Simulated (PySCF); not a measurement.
## A search over the determinants of SnO⁺

Unrestricted PBE0; Sn x2c-SVPall, O x2c-SVPall; spin-free X2C with a Gaussian nucleus (PySCF 2.14). Outer shells of the fragments: Sn+ 4d10 5s2 5p1; O 2s2 2p4.

Followed along the bond (rough minima from three points):

```
2Ms+1   unpaired  ⟨S²⟩ at the start  R at minimum (Å)  Te (eV)
    2        π ↑               0.76              2.01     0.00
    2        σ ↑               0.78              1.89     0.43
    4  σ ↑, π ↑↑               3.76  none in the scan   ≤ 3.02
```

Solutions found at the starting distance of 2.050 Å, counted from the lowest of them; the search is not exhaustive and high or unbound solutions are not listed, so other states can lie among these:

| 2Ms+1 | unpaired | term | E (eV) | ⟨S²⟩ | ⟨Lz²⟩ | μ (D) |
| --- | --- | --- | --- | --- | --- | --- |
| 2 | π ↑ | ²Π | 0.00 | 0.76 | 1.02 | -2.81 |
| 2 | σ ↑ | ²Σ⁺ | 0.69 | 0.78 | 0.00 | -3.81 |
| 4 | σ ↑, π ↑↑ | mixed | 3.19 | 3.76 | 2.01 | -0.86 |
| 4 | σ ↑, π ↑↑ | mixed | 3.36 | 3.76 | 2.01 | -0.84 |
| 2 | σ ↑, π ↑↓ | mixed | 3.66 | 1.77 | 2.01 | -0.42 |
| 4 | π ↑↑↑ | ⁴Π | 3.67 | 3.76 | 1.00 | 1.73 |
| 2 | σ ↓, π ↑↑ | mixed | 4.00 | 1.77 | 2.01 | -0.76 |
| 4 | σ ↑↑, π ↑ | ⁴Π | 5.53 | 3.75 | 1.01 | -0.03 |
| 4 | σ ↑, π ↑↑ | ⁴Σ⁻ | 5.88 | 3.75 | 0.00 | 2.07 |

A term symbol is given only where ⟨S²⟩ and ⟨Lz²⟩ are close to those of a pure state; real π, δ and φ orbitals otherwise mix terms. A positive dipole points towards O; it is taken about the centre of mass and depends on that origin.

Question: Compare the gap between the two lowest followed solutions at the starting distance with the gap between their minima.

Answer: At PBE0 the second solution (doublet, unpaired electrons σ ↑) lies +0.69 eV from the first (doublet, unpaired electrons π ↑) at 2.050 Å and +0.43 eV at the minima; the two curves relax by different amounts, since their minima lie near 1.89 and 2.01 Å.

Spin–orbit coupling is left out. Counting both spins, an empty level lies below a filled one in some of these solutions, because spin and occupation are held.
